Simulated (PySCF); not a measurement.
SMILES C(/[SiH3])=C/[Si](F)(F)F (C₂H₅F₃Si₂), GFN2-xTB optimised geometry.

```
12

F     -0.85     1.00    -1.47
Si    -0.48     1.49     0.00
F      1.11     1.49     0.00
F     -0.87     3.03     0.00
C     -1.30     0.59     1.40
C     -1.19    -0.71     1.68
Si    -0.17    -2.00     0.75
H     -1.93     1.20     2.03
H     -1.74    -1.08     2.54
H     -1.11    -3.03     0.29
H      0.53    -1.39    -0.38
H      0.77    -2.57     1.72
```

Density from B3LYP/def2-TZVP (PySCF) at that geometry.

Minimum of the electron density along straight lines between bonded atoms, close to the bond critical point (lines longer than 1.1 times the sum of covalent radii, or with two minima, are not listed):

```tsv
bond	length / Å	ρ at the minimum / e bohr⁻³	∇²ρ there / e bohr⁻⁵	position (fraction from the first atom)
F1–Si2	1.590	0.144	1.01	0.58
Si2–F3	1.590	0.144	1.01	0.42
Si2–F4	1.589	0.144	1.01	0.42
Si2–C5	1.858	0.132	0.14	0.39
C5–C6	1.334	[?]	-1.07	0.50
C6–Si7	1.890	[?]	0.19	0.61
C5–H8	1.087	0.282	-0.98	0.65
C6–H9	1.086	0.284	-1.00	0.65
Si7–H10	1.467	0.125	0.18	0.49
Si7–H11	1.460	0.127	0.18	0.49
Si7–H12	1.467	0.125	0.18	0.49
```

### Question
What belongs in the gaps?

### Answer

- C5–C6, ρ at the minimum / e bohr⁻³: 0.350
- C6–Si7, ρ at the minimum / e bohr⁻³: 0.117
